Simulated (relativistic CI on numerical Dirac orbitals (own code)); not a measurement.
**What each ingredient does to the levels of Dy26+**

Base calculation: Dirac-Coulomb-Breit CI, KLI orbitals optimised for each configuration, model QED (radiative potential, 1s self-energy scaled to tabulated hydrogen-like ionisation energies), unscaled Slater integrals.

Configurations in the expansion (outside the closed core [Ar] 3d10): 4s2 4p6 4d4, 4s2 4p5 4d5, 4s2 4p6 4d3 4f, 4s 4p6 4d5, 4s2 4p5 4d4 4f, 4s 4p6 4d4 4f, 4s2 4p6 4d3 5s, 4s2 4p6 4d3 5p, 4s2 4p6 4d2 4f 5s, 4s2 4p6 4d3 5d, 4s2 4p5 4d4 5s, 4s2 4p6 4d2 5s 5p, 4s2 4p6 4d3 5f, 4p6 4d5 4f, 4s2 4p6 4d3 6s, 4s 4p6 4d3 4f 5s, 4s2 4p6 4d3 6p, 4s2 4p6 4d3 6f, 4s2 4p6 4d3 7p, 4p6 4d6, 4p5 4d7, 4p5 4d6 4f, 4s2 4p6 4d2 5s2, 4s2 4p6 4d 4f 5s2, 4s2 4p5 4d2 4f 5s2, 4s 4p6 4d2 4f 5s2. Double excitations out of closed p, d and f shells are left out; levels of such configurations are missing from the list, as are those of other unlisted configurations, and high levels can miss mixing partners. These lack a partner that the ground configuration has and come out too high: 4s2 4p5 4d4 5s.

Variants: (1) P86 correlation estimate; (2) Breit term removed; (3) only the first 3 configurations. Shifts of the energy above 4s2 4p6 4d4 3P_0, in cm⁻¹, for the lowest level and the first level of each name with at least 55 % of one term (blank where a level changes its place among those of its configuration and J or its character, or is not in the variant):

```csv
Level,Base,Δ(1),Δ(2),Δ(3)
4s2 4p6 4d4 3P_0,0,0,0,0
4s2 4p6 4d4 5D_1,48161,+1,+1777,+1361
4s2 4p6 4d4 5D_2,75115,+1,+2516,+2103
4s2 4p6 4d4 3H_5,149633,+1,+4239,+4525
4s2 4p6 4d4 3H_6,158078,+1,+4688,+5026
4s2 4p6 4d4 3G_4,170955,+2,+4243,+4553
4s2 4p6 4d4 3G_5,229079,+2,+6070,+4579
4s2 4p6 4d4 3D_1,232333,+2,+5080,+2745
4s2 4p6 4d4 1I_6,232506,+1,+6317,+5113
4s2 4p6 4d4 3P_2,244831,+2,+4443,+2053
4s2 4p6 4d4 1G_4,305571,-1,+5822,-519
4s2 4p5 4d5 7P°_4,1080746,+1240,+5836,-26955
4s2 4p5 4d5 5H°_7,1194618,+1237,+7680,-25781
4s2 4p5 4d5 5D°_0,1230339,+1105,+6052,-27547
```

At this charge energies of transitions that change n are usually good to better than 1 %, and those within a shell (Δn = 0) to a few per cent. Terms inside the open d or f shell come out 10 to 20 % too wide with unscaled integrals.

Ionisation energy from the two ground configurations alone: base 924.521 eV; P86 correlation estimate 926.456 eV; Breit term removed 925.016 eV. The NIST ASD value (theoretical) is 924 eV.

LS names give the leading component of a level, which can be under half, so a name can repeat, a term be missing and a line seem to break the LS rules.
